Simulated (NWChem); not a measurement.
System: CCl₃ cation

```xyz
4

Cl    -1.5920     0.4266     0.0000
C      0.0000     0.0000     0.0000
Cl     0.4266    -1.5920     0.0000
Cl     1.1654     1.1654     0.0000
```
Atoms are numbered in this order, from 1.

Results from NWChem. The geometry was optimised at PBE0/def2-SVP. Level: B3LYP/def2-SVP with SMD (1 M gas to 1 M solution), gas-phase geometry. Reactions with the solvent are ignored.

```json
[
 {"solvent": "water", "dielectric constant": "78.4", "solvation free energy (kcal/mol)": "?", "cavity-dispersion-structure term (kcal/mol)": "?"},
 {"solvent": "1-octanol", "dielectric constant": "9.86", "solvation free energy (kcal/mol)": "-49.2", "cavity-dispersion-structure term (kcal/mol)": "-1.6"},
 {"solvent": "acetonitrile", "dielectric constant": "35.7", "solvation free energy (kcal/mol)": "-52.9", "cavity-dispersion-structure term (kcal/mol)": "-1.4"},
 {"solvent": "1,4-dioxane", "dielectric constant": "2.21", "solvation free energy (kcal/mol)": "-30.3", "cavity-dispersion-structure term (kcal/mol)": "-1.3"}
]
```

**Question.** Complete the blanks.

**Answer.** 
- water, solvation free energy (kcal/mol): -50.3
- water, cavity-dispersion-structure term (kcal/mol): 2.0
